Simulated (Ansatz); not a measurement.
Gas-phase electronic energies from Ansatz, PBE0-D4/def2-TZVP geometries. CCSD(T)/CBS adds triple-zeta CCSD(T) − MP2 to the extrapolated MP2 energy (def2 sets, frozen cores). Each species was taken in one conformer, which may not be the lowest.

Consider the redistribution: `N[SiH2]CS` + `OC[SiH](F)CF` → `FC[SiH2]CS` + `N[SiH](F)CO`.

`N[SiH2]CS`:

Cartesian coordinates in Å:
```
N -0.157 1.042 1.215
Si 0.789 -0.126 0.374
C -0.259 -1.016 -0.901
S -1.109 0.157 -1.987
H 0.218 1.962 1.371
H -0.781 0.773 1.958
H 1.880 0.618 -0.302
H 1.367 -1.165 1.279
H -0.973 -1.701 -0.436
H 0.398 -1.616 -1.536
H -1.372 1.071 -1.035
```

`OC[SiH](F)CF`:

```xyz
12

O     0.867    1.685   -0.824
C     0.789    0.305   -1.169
Si    0.299   -0.713    0.327
F     1.328   -0.319    1.501
C    -1.422   -0.233    0.924
F    -2.336   -0.639   -0.049
H     1.552    1.792   -0.159
H     0.016    0.217   -1.938
H     1.722   -0.055   -1.626
H     0.389   -2.176    0.091
H    -1.514    0.850    1.051
H    -1.690   -0.713    1.871
```

`FC[SiH2]CS`:

Z-matrix (Å, degrees):
```
C
Si 1 1.891
F 1 1.395 2 109.2
H 1 1.094 2 111.1 3 119.1
H 1 1.095 2 111.9 3 -119.7
C 2 1.876 1 109.3 3 -60.5
H 2 1.489 1 109.4 3 60.9
H 2 1.490 1 108.6 3 -179.9
S 6 1.814 2 111.4 1 -64.6
H 6 1.091 2 113.1 1 169.8
H 6 1.094 2 108.5 1 50.8
H 9 1.343 6 97.2 2 -54.6
```

`N[SiH](F)CO`:

```xyz
11

N     0.772   -0.226    1.525
Si   -0.663   -0.323    0.634
F    -1.177   -1.821    0.365
C    -0.323    0.484   -1.027
O     0.989    0.111   -1.432
H     0.844   -0.497    2.491
H     1.650   -0.302    1.035
H    -1.774    0.327    1.368
H    -0.416    1.574   -0.917
H    -1.079    0.164   -1.757
H     1.177    0.508   -2.285
```

| species | CCSD/CBS(def2) energy (Eh) |
| --- | --- |
| `N[SiH2]CS` | -783.82162 |
| `OC[SiH](F)CF` | -643.55766 |
| `FC[SiH2]CS` | -866.91566 |
| `N[SiH](F)CO` | -560.47270 |

Work out ΔE.

ΔE = (-866.91566) + (-560.47270) − (-783.82162) − (-643.55766) = -0.00908 Eh = -5.7 kcal/mol. CCSD(T)/CBS gives -5.6 kcal/mol.

Largest T1 diagnostic among the species: 0.011.
